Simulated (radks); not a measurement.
Values are calculated unless marked as measured or tabulated.
B3+, 2 electrons, occupied as [He].

Code: a radial shooting solver on a logarithmic mesh with Libxc functionals. Model: non-relativistic Kohn-Sham, PBE, spin-unpolarised, spherical densities, point nucleus.

Energy parts (hartree):
part                     energy
total                 -21.98199
kinetic                21.93687
electron-nucleus      -46.81145
Hartree                 5.77961
exchange-correlation   -2.88702

Orbitals (lengths in bohr, moments of r in powers of bohr; r(max) is where P^2 peaks):
orbital  occ.  eigenvalue (hartree)  r(max)
1s          2              -8.50071  0.2098

The highest occupied level is 1s at -231.32 eV. Virial ratio -V/T = 2.00206. Summed over all electrons, <r^2> = 0.2888 bohr^2, which gives a Langevin (diamagnetic) susceptibility term of -0.229 x 10^-6 cm^3/mol. For comparison, the ionisation energy in NIST's Atomic Spectra Database is 259.37 eV (theoretical). In exact Kohn-Sham theory the highest level is minus the ionisation energy, but local and semilocal functionals leave it too shallow, through self-interaction and a potential that decays too fast; potentials with the right tail come closer.
